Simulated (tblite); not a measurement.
Species: C6H6FOS (doublet state).
SMILES with atom numbers: `[H]/[C:1]=[CH:2]\[C:3]1=[CH:4][S@@:5](=[O:6])[C@H:7]([F:8])[CH2:9]1` (hydrogens: H10 on C1; H11 on C2; H12 on C4; H13 on C7; H14, H15 on C9)

Computed geometry: GFN2-xTB, gas phase. This method treats the open shell by occupation alone, without spin polarisation.

(1) Give the optimised bond lengths and angles.

## Answers

(1) 
```tsv
bond	length (pm)
C1=C2	129.8
C2–C3	147.3
C3=C4	132.7
C4–S5	181.1
S5=O6	146.2
S5–C7	188.9
C7–F8	137.2
C7–C9	151.8
C3–C9	150.3
C1–H10	106.4
C2–H11	108.4
C4–H12	107.4
C7–H13	109.3
C9–H14	109.2
C9–H15	109.2
```

A selection of angles:
```tsv
angle	degrees
C2–C1–H10	140.1
C1–C2–C3	126.1
C1–C2–H11	120.4
C3–C2–H11	113.6
C2–C3–C4	124.0
C2–C3–C9	120.0
C4–C3–C9	116.0
C3–C4–S5	115.0
C3–C4–H12	126.6
S5–C4–H12	118.3
C4–S5–O6	106.0
C4–S5–C7	88.4
O6–S5–C7	105.6
S5–C7–F8	106.6
S5–C7–C9	108.2
S5–C7–H13	108.5
F8–C7–C9	110.7
F8–C7–H13	107.6
C9–C7–H13	114.9
C7–C9–H14	110.5
C7–C9–H15	109.8
C3–C9–C7	107.7
C3–C9–H14	109.4
C3–C9–H15	110.9
H14–C9–H15	108.5
```

Dihedral angles: C1–C2–C3–C4 -177° (antiperiplanar); C2–C3–C4–S5 177° (antiperiplanar); C3–C4–S5–O6 -93° (anticlinal); C4–S5–C7–F8 100° (anticlinal); S5–C7–C9–C3 22° (synperiplanar); C2–C3–C9–C7 167° (antiperiplanar).

Of the pairs four or more bonds apart, C1···H15 is among the closest relative to their van der Waals radii: 2.85 Å, 98 % of the sum of Bondi's values. C2 (carbon bonded to 2 C and H) is planar (angles 126.1°, 120.4° and 113.6°, sum 360.0°, 0.00 Å off the plane of its three neighbours). The C–C distances run from 1.298 Å (C1=C2, drawn double) to 1.518 Å (C7–C9, drawn single), a spread of 0.220 Å. C3 (carbon bonded to 3 C) is planar (angles 124.0°, 120.0° and 116.0°, sum 360.0°, 0.01 Å off the plane of its three neighbours). C4 (carbon bonded to C, S and H) is planar (angles 126.6°, 118.3° and 115.0°, sum 359.9°, 0.02 Å off the plane of its three neighbours). The 5-membered ring C3–C4–S5–C7–C9 has internal angles of 88.4° to 116.0°; it is puckered, 0.11 Å rms from its mean plane, widest ring torsion 22°. S5 (sulfur bonded to 2 C and O) is pyramidal (angles 106.0°, 105.6° and 88.4°, sum 299.9°, 0.77 Å off the plane of its three neighbours).

Point group: C1 (no symmetry element, even within 0.4 Å). Its GFN2-xTB frequencies are all real (lowest 54 cm⁻¹).

One conformer stands for the species.
